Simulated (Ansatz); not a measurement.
Relaxation of Si₂₀H₂₆⁻ with UKS PBE-D4/def2-SVP.

```sh
$ ansatz run in.yaml --threads 2 --pin off --events-out ev --progress --plain --max-ram 32768MiB --backend cuda --devices 0, --max-vram 18GiB
```

```yaml
crystal:
  periodic: [false, false, false]
  atoms:
    - {symbol: Si, position_ang: [-3.715233, 2.326599, -0.317590]}
    - {symbol: Si, position_ang: [-1.417042, -3.165794, 2.730769]}
    - {symbol: Si, position_ang: [1.646589, -3.300293, -0.360706]}
    - {symbol: Si, position_ang: [-1.240819, 2.087731, -2.946851]}
    - {symbol: Si, position_ang: [1.489355, -0.586119, -2.931121]}
    - {symbol: Si, position_ang: [-1.204901, -0.584699, -0.197068]}
    - {symbol: Si, position_ang: [-1.082301, 2.360617, 2.276578]}
    - {symbol: Si, position_ang: [1.515681, -0.630427, 2.525938]}
    - {symbol: Si, position_ang: [1.492705, 2.120449, -0.240690]}
    - {symbol: Si, position_ang: [4.213818, -0.520465, -0.161606]}
    - {symbol: Si, position_ang: [-2.618991, -1.829198, 1.210424]}
    - {symbol: Si, position_ang: [-2.593181, 0.704270, -1.603161]}
    - {symbol: Si, position_ang: [-1.874839, 3.606664, 0.431241]}
    - {symbol: Si, position_ang: [0.137273, -1.949428, -1.562625]}
    - {symbol: Si, position_ang: [0.096386, -1.843637, 3.956512]}
    - {symbol: Si, position_ang: [2.873427, -1.962124, 1.139560]}
    - {symbol: Si, position_ang: [0.212816, 0.835832, -4.303186]}
    - {symbol: Si, position_ang: [-0.208642, 3.393554, -1.269667]}
    - {symbol: Si, position_ang: [2.863194, 0.778506, -1.593909]}
    - {symbol: Si, position_ang: [0.195563, 0.738219, 1.152959]}
    - {symbol: H, position_ang: [-4.657392, 3.122244, -1.186382]}
    - {symbol: H, position_ang: [-4.487405, 1.751837, 0.842562]}
    - {symbol: H, position_ang: [-2.370646, -3.856443, 3.675410]}
    - {symbol: H, position_ang: [-0.663467, -4.228305, 1.975006]}
    - {symbol: H, position_ang: [2.621587, -3.894853, -1.350136]}
    - {symbol: H, position_ang: [0.958718, -4.438474, 0.347175]}
    - {symbol: H, position_ang: [-2.121423, 2.979535, -3.793583]}
    - {symbol: H, position_ang: [2.365131, -1.479793, -3.780187]}
    - {symbol: H, position_ang: [-2.215163, 1.781647, 3.084778]}
    - {symbol: H, position_ang: [-0.182847, 3.156359, 3.189276]}
    - {symbol: H, position_ang: [2.413964, 0.269036, 3.344856]}
    - {symbol: H, position_ang: [2.342365, 3.009558, 0.639726]}
    - {symbol: H, position_ang: [5.183051, -1.339695, -0.979149]}
    - {symbol: H, position_ang: [5.010562, 0.387339, 0.743612]}
    - {symbol: H, position_ang: [-3.539814, -2.684696, 0.375077]}
    - {symbol: H, position_ang: [-3.466581, -0.857609, 1.995209]}
    - {symbol: H, position_ang: [-3.492179, -0.218393, -2.390090]}
    - {symbol: H, position_ang: [-0.749881, -2.806384, -2.436374]}
    - {symbol: H, position_ang: [0.895145, -2.707632, 4.900901]}
    - {symbol: H, position_ang: [-0.695335, -0.854339, 4.777337]}
    - {symbol: H, position_ang: [3.765090, -2.843970, 1.983769]}
    - {symbol: H, position_ang: [-0.603598, 0.031551, -5.285162]}
    - {symbol: H, position_ang: [1.130460, 1.743878, -5.084934]}
    - {symbol: H, position_ang: [0.269442, 4.728709, -1.783030]}
    - {symbol: H, position_ang: [-2.220139, 5.039212, 0.752389]}
    - {symbol: H, position_ang: [3.729536, 1.629445, -2.493835]}
basis:
  gaussian: {orbitals: def2-SVP, fitting: {mean_field: def2-universal-jkfit}}
total_charge: -1
magnetization: {spin_polarized: true, initial_magnetization: 1}
hamiltonian: {xc: pbe, dispersion: d4}
scf: {lower_state_search: "off"}
output: {orbitals: {seedname: orbitals}}
relax: {f_tol: 0.03, max_steps: 70}
```

Hardware: 2 threads of AMD EPYC 7R13 on a shared host and a share (18 GiB) of an NVIDIA H100 80GB HBM3. Wall time 2 min, peak host memory 1.1 GiB.

Positions (Å) and forces (eV/Å) at steps 1, 2, 3, 4, 5 of 26:

```xyz
46
step=1 energy=-157855.3514 eV
Si   -3.715    2.327   -0.318    0.502   -0.029   -0.212
Si   -1.417   -3.166    2.731   -0.144    0.219   -0.099
Si    1.647   -3.300   -0.361   -0.092    0.294   -0.187
Si   -1.241    2.088   -2.947   -0.148    0.083    0.430
Si    1.489   -0.586   -2.931   -0.064   -0.050    0.251
Si   -1.205   -0.585   -0.197   -0.070    0.142   -0.084
Si   -1.082    2.361    2.277   -0.107    0.058   -0.254
Si    1.516   -0.630    2.526    0.035   -0.201    0.016
Si    1.493    2.120   -0.241   -0.044    0.079   -0.294
Si    4.214   -0.520   -0.162   -0.247   -0.026   -0.118
Si   -2.619   -1.829    1.210    0.224   -0.018    0.122
Si   -2.593    0.704   -1.603    0.277    0.362    0.240
Si   -1.875    3.607    0.431    0.064   -0.387   -0.250
Si    0.137   -1.949   -1.563    0.226   -0.013    0.151
Si    0.096   -1.844    3.957    0.091    0.052   -0.238
Si    2.873   -1.962    1.140   -0.129    0.075    0.046
Si    0.213    0.836   -4.303    0.007    0.110    0.145
Si   -0.209    3.394   -1.270   -0.285   -0.495    0.104
Si    2.863    0.779   -1.594   -0.183    0.055    0.124
Si    0.196    0.738    1.153   -0.188    0.084   -0.156
H    -4.657    3.122   -1.186   -0.272    0.076    0.025
H    -4.487    1.752    0.843   -0.120    0.011    0.040
H    -2.371   -3.856    3.675   -0.012   -0.190    0.138
H    -0.663   -4.228    1.975    0.021   -0.060    0.029
H     2.622   -3.895   -1.350    0.112   -0.199    0.020
H     0.959   -4.438    0.347    0.015   -0.091    0.037
H    -2.121    2.980   -3.794    0.001    0.007   -0.286
H     2.365   -1.480   -3.780    0.040   -0.007   -0.120
H    -2.215    1.782    3.085   -0.032    0.032    0.066
H    -0.183    3.156    3.189    0.100   -0.021    0.175
H     2.414    0.269    3.345    0.028    0.035    0.037
H     2.342    3.010    0.640    0.147   -0.017    0.164
H     5.183   -1.340   -0.979    0.152   -0.052    0.019
H     5.011    0.387    0.744    0.095    0.007    0.013
H    -3.540   -2.685    0.375   -0.053   -0.049   -0.004
H    -3.467   -0.858    1.995   -0.034   -0.007    0.018
H    -3.492   -0.218   -2.390   -0.118   -0.126   -0.076
H    -0.750   -2.806   -2.436   -0.029   -0.058   -0.023
H     0.895   -2.708    4.901   -0.009   -0.058    0.131
H    -0.695   -0.854    4.777   -0.021   -0.018    0.058
H     3.765   -2.844    1.984    0.098   -0.055    0.003
H    -0.604    0.032   -5.285    0.002   -0.024   -0.087
H     1.130    1.744   -5.085    0.026    0.015   -0.146
H     0.269    4.729   -1.783    0.092    0.190   -0.032
H    -2.220    5.039    0.752   -0.082    0.260    0.101
H     3.730    1.629   -2.494    0.131    0.005   -0.034
46
step=2 energy=-157855.4780 eV
Si   -3.754    2.398   -0.376    0.046    0.025   -0.056
Si   -1.442   -3.207    2.784    0.103    0.033   -0.038
Si    1.689   -3.326   -0.390    0.031    0.028    0.034
Si   -1.282    2.133   -2.969   -0.103    0.111   -0.104
Si    1.473   -0.560   -2.908    0.073    0.024   -0.146
Si   -1.216   -0.561   -0.204    0.080   -0.098    0.100
Si   -1.111    2.399    2.244    0.002   -0.006    0.038
Si    1.495   -0.645    2.495   -0.018    0.024   -0.022
Si    1.495    2.147   -0.254    0.133   -0.038    0.101
Si    4.210   -0.552   -0.196   -0.036    0.057    0.083
Si   -2.573   -1.833    1.250   -0.024   -0.100   -0.009
Si   -2.587    0.768   -1.586   -0.066    0.081   -0.056
Si   -1.912    3.632    0.397    0.055   -0.007   -0.017
Si    0.166   -1.945   -1.523   -0.027   -0.117   -0.021
Si    0.106   -1.870    3.947   -0.077   -0.077    0.038
Si    2.874   -1.975    1.130    0.050   -0.041   -0.046
Si    0.217    0.888   -4.292   -0.050   -0.064    0.132
Si   -0.244    3.370   -1.270   -0.128    0.136   -0.024
Si    2.863    0.796   -1.586    0.053   -0.067   -0.034
Si    0.176    0.770    1.133   -0.066   -0.111   -0.035
H    -4.783    3.185   -1.174    0.010    0.019   -0.017
H    -4.544    1.834    0.783    0.018   -0.065    0.060
H    -2.334   -3.958    3.759   -0.019    0.046    0.015
H    -0.675   -4.276    2.048    0.011   -0.013   -0.051
H     2.691   -4.007   -1.309    0.002    0.052   -0.001
H     1.017   -4.466    0.338   -0.082    0.021    0.017
H    -2.094    2.962   -3.965    0.068   -0.048    0.055
H     2.339   -1.421   -3.809    0.001   -0.003    0.024
H    -2.249    1.847    3.068   -0.012   -0.034   -0.001
H    -0.188    3.124    3.207   -0.011    0.027   -0.012
H     2.390    0.256    3.322    0.026   -0.008    0.025
H     2.387    2.952    0.683   -0.035    0.011   -0.030
H     5.223   -1.377   -0.965   -0.052   -0.022   -0.040
H     5.033    0.343    0.703    0.019    0.025    0.027
H    -3.504   -2.700    0.433   -0.040    0.007   -0.020
H    -3.435   -0.875    2.039   -0.013    0.016    0.009
H    -3.494   -0.172   -2.360   -0.011   -0.002   -0.008
H    -0.718   -2.818   -2.390   -0.008    0.007   -0.033
H     0.865   -2.738    4.930    0.070    0.029   -0.015
H    -0.696   -0.899    4.784    0.017    0.057    0.005
H     3.800   -2.859    1.943   -0.007    0.029    0.042
H    -0.580    0.076   -5.288   -0.022   -0.035   -0.008
H     1.122    1.768   -5.128    0.027    0.008    0.048
H     0.259    4.717   -1.757    0.029    0.027   -0.012
H    -2.267    5.069    0.751    0.008    0.049    0.004
H     3.789    1.609   -2.472   -0.028    0.006   -0.001
46
step=3 energy=-157855.5063 eV
Si   -3.738    2.406   -0.377   -0.021   -0.001   -0.026
Si   -1.422   -3.207    2.764    0.015   -0.011    0.005
Si    1.681   -3.320   -0.379    0.009   -0.028    0.012
Si   -1.293    2.150   -2.966   -0.049    0.028   -0.029
Si    1.478   -0.577   -2.911    0.011    0.024   -0.045
Si   -1.219   -0.579   -0.211    0.030   -0.078    0.017
Si   -1.113    2.394    2.240   -0.004    0.009    0.018
Si    1.495   -0.642    2.496   -0.017    0.033   -0.026
Si    1.490    2.145   -0.255    0.036   -0.023    0.035
Si    4.201   -0.541   -0.179    0.013    0.019    0.025
Si   -2.582   -1.857    1.233   -0.003   -0.014   -0.007
Si   -2.586    0.771   -1.589   -0.022    0.099   -0.016
Si   -1.902    3.644    0.399    0.027    0.002    0.001
Si    0.159   -1.963   -1.536    0.003   -0.018    0.010
Si    0.114   -1.872    3.947   -0.015   -0.004    0.007
Si    2.875   -1.977    1.139    0.007    0.006   -0.010
Si    0.200    0.875   -4.265    0.000   -0.019    0.035
Si   -0.245    3.388   -1.273   -0.060    0.066   -0.010
Si    2.857    0.789   -1.586    0.033   -0.034   -0.001
Si    0.167    0.758    1.124   -0.008   -0.040   -0.007
H    -4.769    3.196   -1.171   -0.003    0.005    0.017
H    -4.514    1.824    0.786    0.010   -0.014    0.024
H    -2.318   -3.946    3.747    0.004    0.007    0.000
H    -0.660   -4.276    2.018    0.006    0.002    0.002
H     2.689   -3.994   -1.297   -0.004    0.005    0.018
H     0.984   -4.449    0.347   -0.011    0.011   -0.002
H    -2.092    2.976   -3.971    0.050   -0.034    0.008
H     2.347   -1.439   -3.808   -0.012    0.018    0.008
H    -2.249    1.831    3.062   -0.007   -0.010   -0.010
H    -0.195    3.126    3.203   -0.004   -0.010   -0.010
H     2.396    0.250    3.328    0.004    0.003    0.003
H     2.377    2.959    0.679   -0.021   -0.010   -0.018
H     5.197   -1.375   -0.963   -0.024   -0.002   -0.011
H     5.031    0.352    0.719    0.004    0.001   -0.001
H    -3.522   -2.715    0.414    0.005   -0.010    0.007
H    -3.442   -0.897    2.023   -0.001    0.007    0.007
H    -3.496   -0.167   -2.364   -0.004    0.020   -0.005
H    -0.723   -2.830   -2.412    0.016   -0.005   -0.002
H     0.899   -2.723    4.925    0.013    0.010   -0.026
H    -0.674   -0.886    4.782   -0.005    0.000   -0.002
H     3.800   -2.847    1.970   -0.014    0.012    0.004
H    -0.595    0.059   -5.263   -0.008   -0.004   -0.007
H     1.117    1.757   -5.089    0.013   -0.011    0.005
H     0.268    4.734   -1.760    0.018   -0.005   -0.003
H    -2.250    5.086    0.753    0.006    0.004    0.006
H     3.777    1.606   -2.475   -0.015   -0.006    0.001
46
step=4 energy=-157855.5155 eV
Si   -3.740    2.421   -0.372   -0.043   -0.001   -0.014
Si   -1.412   -3.215    2.759   -0.005   -0.018    0.014
Si    1.680   -3.326   -0.368    0.008   -0.025    0.000
Si   -1.297    2.165   -2.969   -0.018   -0.001   -0.004
Si    1.478   -0.582   -2.913   -0.009   -0.007    0.004
Si   -1.224   -0.592   -0.218   -0.010   -0.080   -0.024
Si   -1.120    2.389    2.235    0.007    0.002    0.009
Si    1.491   -0.635    2.490   -0.020    0.038   -0.022
Si    1.483    2.142   -0.260   -0.017   -0.010    0.010
Si    4.200   -0.536   -0.170    0.027   -0.011   -0.008
Si   -2.581   -1.874    1.227    0.006    0.011   -0.015
Si   -2.586    0.791   -1.585   -0.025    0.061   -0.019
Si   -1.900    3.655    0.401    0.000    0.030    0.015
Si    0.162   -1.975   -1.537    0.003    0.017    0.003
Si    0.115   -1.870    3.940    0.006    0.011    0.006
Si    2.874   -1.974    1.143   -0.003    0.006    0.007
Si    0.193    0.871   -4.253    0.013   -0.008    0.006
Si   -0.249    3.403   -1.276    0.007    0.040   -0.022
Si    2.855    0.782   -1.585    0.015   -0.003    0.001
Si    0.157    0.752    1.115    0.025   -0.007    0.011
H    -4.779    3.215   -1.152   -0.001   -0.002    0.029
H    -4.501    1.830    0.799    0.018    0.004   -0.003
H    -2.306   -3.950    3.747    0.010   -0.002   -0.003
H    -0.648   -4.283    2.014    0.000    0.006    0.016
H     2.694   -4.003   -1.277   -0.003   -0.009    0.016
H     0.970   -4.447    0.358    0.014    0.014   -0.004
H    -2.074    2.980   -3.996    0.021   -0.007   -0.001
H     2.348   -1.439   -3.813   -0.006    0.010    0.001
H    -2.258    1.822    3.051    0.000    0.003   -0.012
H    -0.201    3.119    3.200   -0.006   -0.019   -0.004
H     2.393    0.254    3.324   -0.007    0.006   -0.005
H     2.367    2.957    0.674   -0.013   -0.007   -0.006
H     5.182   -1.375   -0.965   -0.008    0.008    0.004
H     5.037    0.355    0.724   -0.005   -0.009   -0.013
H    -3.523   -2.736    0.414    0.011   -0.005    0.010
H    -3.439   -0.912    2.019    0.002   -0.003    0.001
H    -3.502   -0.137   -2.366    0.002    0.015    0.001
H    -0.710   -2.846   -2.419    0.012   -0.005    0.005
H     0.918   -2.715    4.909   -0.004    0.009   -0.015
H    -0.671   -0.884    4.776   -0.006   -0.020    0.001
H     3.795   -2.838    1.984   -0.009    0.007    0.002
H    -0.602    0.055   -5.253   -0.001    0.010    0.003
H     1.121    1.745   -5.074    0.001   -0.010   -0.003
H     0.279    4.744   -1.763    0.004   -0.019    0.012
H    -2.242    5.098    0.759    0.015   -0.021    0.004
H     3.771    1.600   -2.478   -0.007    0.000    0.003
46
step=5 energy=-157855.5205 eV
Si   -3.764    2.466   -0.338    0.067   -0.014   -0.110
Si   -1.394   -3.219    2.779    0.005    0.081   -0.109
Si    1.707   -3.331   -0.344   -0.056    0.032   -0.041
Si   -1.279    2.203   -2.978   -0.051   -0.060   -0.074
Si    1.483   -0.594   -2.904    0.041    0.001   -0.075
Si   -1.296   -0.652   -0.313    0.064    0.007    0.090
Si   -1.122    2.348    2.209    0.026   -0.082   -0.009
Si    1.457   -0.598    2.449   -0.005    0.064   -0.088
Si    1.433    2.109   -0.268    0.057   -0.040    0.042
Si    4.215   -0.542   -0.174    0.017    0.057    0.007
Si   -2.583   -1.909    1.212    0.006   -0.134    0.068
Si   -2.621    0.862   -1.610   -0.073    0.016   -0.024
Si   -1.884    3.670    0.407   -0.060    0.065    0.068
Si    0.178   -2.014   -1.556    0.016   -0.087    0.059
Si    0.125   -1.836    3.926   -0.069   -0.095    0.063
Si    2.876   -1.948    1.154    0.007   -0.078    0.025
Si    0.208    0.867   -4.237   -0.072    0.020    0.055
Si   -0.244    3.442   -1.286    0.059    0.043    0.037
Si    2.851    0.774   -1.573   -0.003    0.010   -0.045
Si    0.076    0.687    1.037    0.028    0.041    0.021
H    -4.834    3.280   -1.053    0.004    0.013    0.033
H    -4.481    1.835    0.840    0.033    0.009   -0.005
H    -2.282   -3.937    3.784    0.000    0.011   -0.005
H    -0.616   -4.297    2.065   -0.016   -0.005   -0.002
H     2.721   -4.044   -1.225    0.012    0.008    0.017
H     0.982   -4.427    0.401    0.001   -0.008    0.008
H    -2.001    3.002   -4.055   -0.001    0.039    0.031
H     2.355   -1.418   -3.829    0.017   -0.031    0.007
H    -2.264    1.799    3.031   -0.018    0.017   -0.004
H    -0.148    2.999    3.174   -0.013    0.017   -0.012
H     2.323    0.372    3.228    0.001   -0.011    0.028
H     2.297    2.873    0.724   -0.030    0.038   -0.012
H     5.192   -1.378   -0.978   -0.034    0.001    0.010
H     5.056    0.360    0.704    0.014   -0.004    0.002
H    -3.537   -2.813    0.461   -0.019    0.000    0.003
H    -3.430   -0.944    2.013    0.000    0.010   -0.026
H    -3.559   -0.019   -2.419    0.003    0.032   -0.002
H    -0.624   -2.936   -2.452   -0.004    0.014   -0.025
H     0.944   -2.676    4.883    0.024    0.020    0.008
H    -0.693   -0.887    4.774    0.028    0.036    0.006
H     3.767   -2.806    2.034    0.009    0.024   -0.004
H    -0.618    0.070   -5.226    0.008   -0.011   -0.010
H     1.141    1.720   -5.073    0.006    0.003    0.009
H     0.329    4.775   -1.742   -0.034   -0.034    0.014
H    -2.188    5.108    0.813    0.009   -0.026   -0.029
H     3.748    1.607   -2.469   -0.004   -0.009    0.002
```

Single mean-field runs in def2-SVP are fitted with def2-universal-jkfit.
